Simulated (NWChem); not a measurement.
GaNH₃F; SMILES [NH2][GaH][F]

```xyz
6

Ga    -0.3360    -0.0221     0.0005
H     -1.8881    -0.1323    -0.0399
F      0.6270    -1.4988    -0.0030
N      0.6721     1.4901    -0.0258
H      1.6745     1.4647     0.1090
H      0.2813     2.4109     0.1220
```
Atoms are numbered in this order, from 1.

Results from NWChem. Medium grid unless said otherwise, to which SCAN and Minnesota functionals are sensitive. The geometry was optimised at B3LYP/6-31G* (spherical d). Total energies of different functionals are on different scales.

| level | energy (Ha) | highest occupied level (eV) | orbital gap (eV) | dipole (D) |
|---|---|---|---|---|
| B3LYP/def2-SVP | -2080.9906 | -7.26 | 6.65 | 2.76 |
| PBE/def2-SVP | -2080.4824 | -6.09 | 4.99 | 2.70 |
| B3PW91/def2-SVP | -2080.9002 | -7.30 | [?] | 2.77 |
| OLYP/def2-SVP | -2081.4403 | -5.94 | 5.03 | 2.67 |
| B97-D/def2-SVP | -2081.8040 | -6.09 | 5.05 | 2.71 |
| N12/def2-SVP | -2081.8769 | -5.97 | 5.01 | 2.79 |
| MN15-L/def2-SVP | -2080.7654 | -6.66 | 5.77 | 2.71 |
| BHandHLYP/def2-SVP | -2080.8428 | -8.88 | 9.24 | 2.85 |
| r2SCAN0/def2-SVP | -2080.8118 | -7.77 | 7.61 | 2.83 |
| BLYP/def2-SVP | -2080.9763 | -5.94 | 4.90 | 2.69 |

**Question.** Fill in the missing entries.

**Answer.** 
- B3PW91/def2-SVP, orbital gap (eV): 6.82
